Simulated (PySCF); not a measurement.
## PySCF run on Se⁻

The script input.py:

```python
from pyscf import gto, dft

mol = gto.M(
    atom='Se 0 0 0',
    basis='6-311++g**',
    charge=-1,
    spin=1,
    verbose=4,
)
mf = dft.UKS(mol, xc='mn15')
mf.grids.level = 6
mf.kernel()
mf.dip_moment()
print('orbital energies (hartree):', [e[max(0, n-3):n+3].round(4) for e, n in zip(mf.mo_energy, mol.nelec)])
```

```bash
$ OMP_NUM_THREADS=1 python input.py
```

The log (some set-up lines and the per-cycle HOMO/LUMO lines with their warnings removed):

```
PySCF version 2.14.0

[INPUT] Symbol           X                Y                Z      unit          X                Y                Z       unit  Magmom
[INPUT]  1 Se     0.000000000000   0.000000000000   0.000000000000 AA    0.000000000000   0.000000000000   0.000000000000 Bohr   0.0

nuclear repulsion = 0
number of shells = 18
number of NR pGTOs = 84
number of NR cGTOs = 44
basis = 6-311++g**
ecp = {}

******** <class 'pyscf.dft.uks.UKS'> ********
method = UKS
initial guess = minao
damping factor = 0
level_shift factor = 0
DIIS = <class 'pyscf.scf.diis.CDIIS'>
SCF conv_tol = 1e-09
SCF max_cycles = 50
number electrons alpha = 18  beta = 17
XC functionals = mn15

grids dens level: 6
tot grids = 63104
init E= -2398.78742866031

cycle= 1 E= -2401.85360622793  delta_E= -3.07  |g|= 2.74  |ddm|= 0.898
cycle= 2 E= -2401.88961181816  delta_E= -0.036  |g|= 0.589  |ddm|= 0.555
cycle= 3 E= -2401.90318734093  delta_E= -0.0136  |g|= 0.369  |ddm|= 0.227
cycle= 4 E= -2401.91390502474  delta_E= -0.0107  |g|= 0.0278  |ddm|= 0.103
cycle= 5 E= -2401.91415391757  delta_E= -0.000249  |g|= 0.00158  |ddm|= 0.0354
cycle= 6 E= -2401.91415547773  delta_E= -1.56e-06  |g|= 0.000138  |ddm|= 0.00286
cycle= 7 E= -2401.91415549677  delta_E= -1.9e-08  |g|= 1.48e-05  |ddm|= 0.000334
cycle= 8 E= -2401.91415549694  delta_E= -1.65e-10  |g|= 1.15e-06  |ddm|= 3.33e-05
Extra cycle  E= -2401.91415549694  delta_E= -1.36e-12  |g|= 3.32e-07  |ddm|= 2.99e-06
converged SCF energy = -2401.91415549694  <S^2> = 0.75213942  2S+1 = 2.0021383

WARN: System has nonzero charge -1; the dipole moment is origin-dependent.
Location of origin: [0. 0. 0.]

Dipole moment(X, Y, Z, Debye): -0.00000, -0.00000,  0.00000
orbital energies (hartree): [array([-0.0455, -0.007 , -0.007 ,  0.495 ,  0.5195,  0.5195]), array([-0.3567,  0.0069,  0.0069,  0.1397,  0.523 ,  0.523 ])]
```

In short: E(SCF) = -2401.914155 Eh, 8 cycles, ⟨S²⟩ = 0.752.

It ran on Intel Xeon Platinum 8488C (1 thread, shared host) in 6.4 s, peak memory 0.26 GiB.

No search for the lowest solution was made.
